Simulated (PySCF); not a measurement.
## Excitation energy of Zr⁺ by level of theory

Zr⁺ [Kr] 4d2 5s1 (4F) → Zr⁺ [Kr] 4d3 (4F), as a difference of total energies. Calculation: PySCF 2.14, in aug-cc-pwCVDZ-PP with ECP28MDF; scalar relativity through the core potential. Correlated levels: valence: 4s2 4p6 frozen; valence and next inner shell: nothing frozen outside the core potential. The calculations carry no spin-orbit coupling.

| method | excitation energy (eV) |
| --- | --- |
| UHF | 0.469 |
| LDA | 0.391 |
| PBE | 0.284 |
| PBE0 | 0.218 |
| r2SCAN | 0.321 |
| B97-3 | 0.196 |
| TPSSh | 0.265 |
| revPBE | 0.231 |
| SCS-MP2 (valence) | 0.439 |
| MP2 (valence and next inner shell) | 0.506 |
| SCS-MP2 (valence and next inner shell) | 0.523 |

**Question.** Estimate what MP2 (valence) gives.

**Answer.** 0.379 eV, closest to LDA among the rows shown.

**Question.** Estimate what r2SCANh gives.

**Answer.** 0.292 eV, closest to PBE among the rows shown.

Errors of the correlated levels include the incompleteness of this basis and the frozen core.

For comparison: 0.312 eV (measured; NIST levels, between the centres of gravity of the two terms).
